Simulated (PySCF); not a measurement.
C3H8O2Si.
Z-matrix (Å and degrees, PBE0-D3(BJ)/def2-SVP geometry), rows numbered from 1:
```
Si
O   1  1.6701
C   2  1.3915  1  124.01
C   3  1.5372  2  118.04  1   -90.91
O   4  1.4230  3   91.33  2  -124.06
C   5  1.4248  4   91.88  3     9.50
H   1  1.4861  2  106.49  3  -174.17
H   1  1.4966  2  109.96  3   -54.19
H   1  1.4962  2  111.18  3    65.98
H   3  1.1061  2  111.42  1    42.15
H   4  1.1035  3  117.72  2   119.37
H   4  1.1063  3  112.09  2    -8.63
H   6  1.1054  3  111.44  2    11.44
H   6  1.1029  3  117.72  2  -116.25
```

Jobs on this species (14 atoms, 56 electrons) with PySCF (density fitting). Hardware of each: one thread, Arm Neoverse N1 (aarch64), on a shared host. The host was shared with other jobs, so the times are rough. Peak memory is the resident size of the whole Python process, interpreter and libraries included.

```csv
level and settings,work,basis functions,SCF cycles,wall time,peak memory
PBE0/cc-pVTZ,"shieldings, ring-centre shieldings, charges and field gradients",296,?,?,?
PBE0/6-31G,"shieldings, ring-centre shieldings, charges and field gradients",74,?,?,?
PBE0/6-31G*,"10 singlets by full TDDFT, 4 Tamm–Dancoff triplets, polarisability",104,13,23 s,0.61 GiB
LC-wPBE/def2-SVPD,"10 singlets by full TDDFT, 4 Tamm–Dancoff triplets, polarisability, ΔSCF ions",194,13,4.0 min,0.88 GiB
wB97X-D/pcSseg-1,"shieldings, ring-centre shieldings",149,14,32 s,0.86 GiB
wB97X-D/def2-SVPD,"10 singlets by full TDDFT, 4 Tamm–Dancoff triplets, polarisability, ΔSCF ions",194,14,3.8 min,0.92 GiB
CAM-B3LYP/def2-SVPD,"10 singlets by full TDDFT, 4 Tamm–Dancoff triplets, polarisability, ΔSCF ions",194,13,3.8 min,1.0 GiB
PBE0/def2-SVP,"shieldings, ring-centre shieldings, charges and field gradients",128,13,20 s,0.68 GiB
"PBE0-D3(BJ)/def2-SVP, grid level 1",geometry optimisation from a GFN2-xTB start shaken at random,128,62,1.8 min,0.50 GiB
```

Question: Fill in the missing figures.

Answer: 
- PBE0/cc-pVTZ; shieldings, ring-centre shieldings, charges and field gradients: 80 s, 1.0 GiB, 13 SCF cycles
- PBE0/6-31G; shieldings, ring-centre shieldings, charges and field gradients: 13 s, 0.49 GiB, 13 SCF cycles

Question: What do all jobs in the table cost together?

Answer: About 16 min; the longest takes about 25 % of that, and about 18 times as long as the shortest.
